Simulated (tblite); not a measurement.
Species: C4H14GeN2.
Atom-mapped SMILES: `[CH3:1][NH:2][CH2:3][CH2:4][GeH2:5][NH:6][CH3:7]` (hydrogens: H8, H9, H10 on C1; H11 on N2; H12, H13 on C3; H14, H15 on C4; H16, H17 on Ge5; H18 on N6; H19, H20, H21 on C7)

Computed with GFN2-xTB (tblite), gas phase: L-BFGS steps from a force-field or distance-geometry start until the largest atomic force falls under 0.01 eV/Å.

Geometry at step 49:
```
atom  x, y, z in Å
C1     -3.2524   -0.7285   -0.5258
N2     -1.9401   -0.5364    0.0628
C3     -1.4419    0.8200   -0.0906
C4     -0.0624    0.9000    0.5487
Ge5     0.9195   -0.7522    0.0504
N6      2.6614   -0.3099   -0.3140
C7      3.5007    0.4726    0.5740
H8     -3.5899   -1.7487   -0.3424
H9     -4.0034   -0.0259   -0.1297
H10    -3.1825   -0.5753   -1.6036
H11    -1.9936   -0.7540    1.0544
H12    -1.3659    0.9998   -1.1685
H13    -2.1309    1.5780    0.3308
H14    -0.1648    0.9643    1.6372
H15     0.4584    1.7976    0.2123
H16     0.4621   -1.3520   -1.2401
H17     0.7683   -1.7537    1.1841
H18     3.1943   -1.0684   -0.7198
H19     3.8503   -0.0819    1.4523
H20     4.3778    0.8460    0.0380
H21     2.9262    1.3256    0.9300
```

**Question.** What forces act on the atoms?

**Answer.** 
```tsv
atom	Fx (eV/Å)	Fy (eV/Å)	Fz (eV/Å)
C1	-0.015	0.016	-0.013
N2	-0.015	0.017	0.058
C3	-0.018	-0.006	0.004
C4	-0.080	0.047	-0.060
Ge5	-0.085	0.130	0.009
N6	0.024	-0.013	-0.043
C7	-0.002	0.002	0.065
H8	0.043	0.063	0.009
H9	0.021	-0.059	-0.013
H10	0.024	-0.007	0.021
H11	-0.003	0.037	0.047
H12	0.058	0.043	0.059
H13	0.061	-0.058	-0.018
H14	0.033	-0.006	-0.121
H15	-0.045	-0.043	0.024
H16	0.060	-0.057	0.012
H17	0.002	-0.099	-0.026
H18	0.004	0.021	-0.008
H19	0.025	-0.045	0.006
H20	-0.069	-0.024	-0.016
H21	-0.023	0.040	0.004
```

The largest, 0.16 eV/Å, acts on Ge5; the rms over all components is 0.045 eV/Å. The forces sum to zero within rounding, as they must for an isolated molecule in no field.

**Question.** Give the force on Ge5 in Eh/bohr and in nN.

**Answer.** 0.156 eV/Å ÷ 51.422 = 0.00303 Eh/bohr, and 0.156 eV/Å × 1.602 = 0.25 nN.

**Question.** How far is this geometry from the end of the optimisation?

**Answer.** 0.035 eV above it, and 0.211 Å rms away after alignment. The bonds farthest from their final lengths, with half the difference of the two atoms' forces along the bond (positive lengthens):

```json
{"bond": "C3–C4", "now (Å)": "1.523", "final (Å)": "1.518", "force along bond (eV/Å)": "-0.04"}
{"bond": "C3–H13", "now (Å)": "1.108", "final (Å)": "1.103", "force along bond (eV/Å)": "-0.05"}
{"bond": "C4–H14", "now (Å)": "1.095", "final (Å)": "1.091", "force along bond (eV/Å)": "-0.04"}
{"bond": "C1–H9", "now (Å)": "1.102", "final (Å)": "1.099", "force along bond (eV/Å)": "-0.04"}
{"bond": "Ge5–H16", "now (Å)": "1.495", "final (Å)": "1.497", "force along bond (eV/Å)": "+0.01"}
{"bond": "C4–H15", "now (Å)": "1.091", "final (Å)": "1.089", "force along bond (eV/Å)": "-0.04"}
```

The angle farthest from its final value is C4–Ge5–H17, 108.2° against 111.2°.

The cost below is that of the whole relaxation. Hardware: Arm Neoverse N1, one thread, no GPU, shared host with 64 logical CPUs at a one-minute load of 56. Cost: 1.4 s wall.
